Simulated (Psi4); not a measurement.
Intermolecular potential of H3N ··· H3ClSi (SMILES N and [SiH3]Cl). Monomers: optimised at B3LYP-D3(BJ) (def2-TZVP), held rigid. Orientation: lowest of the rigid-body minima from ten starts at GFN2-xTB. The monomers approach along the line of their centres of mass (distance R); nothing else relaxes.

Calculation: SAPT0/jun-cc-pVDZ, frozen core in Psi4.

Components in kJ/mol:

| R / Å | electrostatics | exchange | induction | dispersion | total |
|---|---|---|---|---|---|
| 2.36 | -179.27 | 313.98 | -51.08 | -39.10 | 44.53 |
| 2.60 | -101.48 | 166.49 | -27.24 | -25.14 | 12.63 |
| 2.83 | -59.85 | 89.25 | -14.97 | -16.60 | -2.17 |
| 2.99 | -42.04 | 57.36 | -9.99 | -12.50 | -7.18 |
| 3.17 | -28.75 | 34.60 | -6.43 | -9.15 | -9.74 |
| 3.41 | -17.93 | 17.39 | -3.67 | -6.10 | -10.32 |
| 3.72 | -10.43 | 6.98 | -1.86 | -3.69 | -9.00 |
| 3.98 | -7.06 | 3.19 | -1.10 | -2.46 | -7.43 |
| 4.51 | -3.73 | 0.62 | -0.43 | -1.13 | -4.67 |
| 5.18 | -2.06 | 0.07 | -0.16 | -0.48 | -2.62 |
| 6.15 | -1.07 | 0.00 | -0.05 | -0.16 | -1.29 |
| 7.53 | -0.53 | 0.00 | -0.01 | -0.05 | -0.59 |
